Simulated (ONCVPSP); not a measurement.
**Transferability test, ONCV potential for Ni (Z = 28)**

* Element: Ni
* Generator: ONCVPSP 4.0.1
* Type: optimised norm-conserving Vanderbilt (ONCV)
* Functional: PBE
* Relativity: scalar-relativistic
* Frozen core: [Ar]
* Valence charge: 10
* Reference configuration: 3d8 4s2
* Partial waves: 4s: rc 2.30 bohr, ncon 4, nbas 7, qcut 2.3 1/bohr, 3 projectors, debl 0.4 Ha; p scattering state at 0.18 Ha: rc 2.35 bohr, ncon 4, nbas 8, qcut 4.2 1/bohr, 2 projectors, debl 2.9 Ha; 3d: rc 1.70 bohr, ncon 4, nbas 9, qcut 10.6 1/bohr, 2 projectors, debl 1.7 Ha
* Local potential: polynomial inside 1.10 bohr (lpopt 5, dvloc0 2 Ha)
* Core correction: polynomial model core, fcfact 0.45

In the p channel the program set the typed energies aside and used 0.050, 2.950 Ha.

Energies are relative to the spin-unpolarised reference configuration 3d8 4s2; without spin polarisation the order of configurations can differ from experiment.

**Question.** Give the all-electron excitation energy and the error of the potential for: 3d8 4s1; 3d8 4s0; 3d7 4s0; 3d7 4s2 4p1.

**Answer.**

```json
{"valence configuration": "3d8 4s1", "charge": "+1", "ΔE all-electron (eV)": "9.323", "error AE − PS (meV)": "-3.5"}
{"valence configuration": "3d8 4s0", "charge": "+2", "ΔE all-electron (eV)": "26.674", "error AE − PS (meV)": "-25"}
{"valence configuration": "3d7 4s0", "charge": "+3", "ΔE all-electron (eV)": "64.140", "error AE − PS (meV)": "-168"}
{"valence configuration": "3d7 4s2 4p1", "charge": "0", "ΔE all-electron (eV)": "10.545", "error AE − PS (meV)": "-45"}
```

Levels in the configuration 3d7 4s2 4p1:

```csv
level,all-electron (eV),pseudo (eV)
3d,-16.210,-16.274
4s,-8.076,-8.117
4p,-2.618,-2.585
```

Note: ghosts flagged at negative energy: s at -420.0 eV; GHOST(+) flagged for s at 42.5 eV, p at 132.3 eV. A true bound ghost makes a file unfit for plane-wave use.
